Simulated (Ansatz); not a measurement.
Consider the atomization: `CC(=O)OC(C)(C)C` → 6 C• + 12 H• + 2 O•.

Isolated molecules relaxed with PBE0-D4/def2-TZVP in Ansatz; ΔE leaves out vibrations. CBS: MP2 limit from def2 TZ/QZ plus the TZ coupled-cluster correction, frozen cores. This one scheme is used for every species, atoms too. For atomizations the MP2-based limit and the directly extrapolated one differ by several kJ/mol either way, and by 10 to 25 for some Ge, Se and Sn compounds, so smaller differences from it don't rank the levels. Functionals use def2-TZVPP. HSE06 is defined as in plane-wave codes. Open shells (•) are unrestricted, without spin–orbit coupling. Spin–orbit coupling would lower the free atoms: a little for C, O.

CCSD(T)/CBS gives +85.73 eV.

Problem. Another level gave +85.93 eV. Which?
A. PBE0-D4/def2-TZVPP
B. LC-ωPBE/def2-TZVPP
C. HSE06-D4/def2-TZVPP
D. ωB97X-V/def2-TZVPP

Solution. D. ωB97X-V 85.93, LC-ωPBE 85.80, PBE0-D4 86.33, HSE06-D4 86.39 eV.

Largest T1 diagnostic among the species: 0.013.

From PBE to PBE0 (25 % exact exchange), in def2-TZVPP and without D4, ΔE moves by −1.50 eV: exact exchange takes away binding that semilocal exchange gives to molecules. Leaving LDA and LC-ωPBE aside and taking each functional with its dispersion term where it has one, the values, not all of them listed here, spread over 4.68 eV, from BHLYP-D4 to PBE-D4. LDA lies +11.18 eV from PBE without D4, its usual overbinding.
